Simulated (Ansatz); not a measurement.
GeEtBr3 (C2H5Br3Ge). The state is a singlet with charge 0. Geometry PBE-D4/def2-SVP, basis def2-TZVP, Ansatz.

```tsv
run	HOMO (eV)	LUMO (eV)
A	-7.09	-2.88
B	-8.39	-2.03
C	-7.45	-2.72
D	-9.51	-1.09
E	-7.53	-2.57
F	-11.11	0.10
```

LC-ωPBE has ω = 0.4 bohr⁻¹.

Q: The runs used B97M-V, BHLYP, LC-ωPBE, PBE, PBE0, r2SCAN. Estimate which is which.

A: A PBE (0 % exact exchange); B PBE0 (25 % exact exchange); C r2SCAN (0 % exact exchange); D BHLYP (50 % exact exchange); E B97M-V (0 % exact exchange); F LC-ωPBE (range-separated). Exact exchange lowers occupied and raises empty levels; among semilocal functionals meta-GGAs tend to open the gap a little, and such runs are hard to tell apart. The gap grows from 4.21 eV (PBE) to 11.22 eV (LC-ωPBE).
